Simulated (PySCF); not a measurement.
Spinor energies of Ru¹⁹⁺ (ruthenium, charge +19)

Start: [Ar] 3d7; 3d3/2 filled at m_j = -3/2, -1/2, +1/2, +3/2; 3d5/2 filled at m_j = +1/2, +3/2, +5/2. Calculated with PySCF 2.14 in an even-tempered Gaussian basis (17 s from 2.1 bohr⁻², ratio 2.8; 12 p from 2.7 bohr⁻², ratio 2.8; 8 d from 2.7 bohr⁻², ratio 2.8; 4 f from 11 bohr⁻², ratio 3): generalised Hartree-Fock with the X2C-1e Hamiltonian and a Gaussian nucleus; one run each with spin-orbit coupling (SO) switched off, then screened by Boettger's factors.

| spinor shell | electrons | ε, spin-free (eV) | ε, screened SO (eV) | weight of nominal j (screened SO) | rms radius, screened SO (bohr) |
| --- | --- | --- | --- | --- | --- |
| 1s1/2 | 2 | -22845.0 | -22843.4 | 1.000 | 0.0384 |
| 2s1/2 | 2 | -3874.8 | -3874.1 | 1.000 | 0.157 |
| 2p1/2 | 2 | -3528.1 | -3621.2 | 0.999 | 0.137 |
| 3s1/2 | 2 | -1146.0 | -1145.8 | 1.000 | 0.414 |
| 3p1/2 | 2 | -1027.4 | -1050.6 | 0.951 | 0.406 |
| 3p3/2 | 4 | -1027.4 | -1016.3 | 0.975 | 0.416 |
| 3d3/2 | 4 | -856.11 | -857.94 | 0.719 | 0.383 |
| 3d5/2 | 3 | -856.11 | -854.36 | 0.705 | 0.384 |

Q: Where does 2p3/2 lie, and what is the 2p spin-orbit splitting (screened SO)?

A: At -3484.1 eV, 137.16 eV above 2p1/2.

| quantity | spin-free | screened SO |
| --- | --- | --- |
| E (hartree) | -4353.07254 | -4353.85369 |
| M_J | 9/2 | 9/2 |
| ⟨J²⟩ | 24.751 | 24.752 |
| ⟨L²⟩ | 12.001 | 12.858 |
| ⟨S²⟩ | 3.750 | 3.449 |

Each row is a mean over spinors that exchange with the open shell spreads, by up to 25.993 eV (3p3/2).

Rows whose weight is well below 1 are mixtures of j = l ± 1/2: exchange outweighs spin-orbit coupling there, and the label is only the starting occupation.

Breit and QED terms are absent; they matter most for the inner s and p1/2 levels.

Densities and radii are taken from the X2C orbitals without a picture-change correction, which distorts them close to the nucleus.

Without spin-orbit coupling the j labels of p, d and f shells carry no meaning; the spin-free column gives the mean over the occupied spinors of each nl shell.
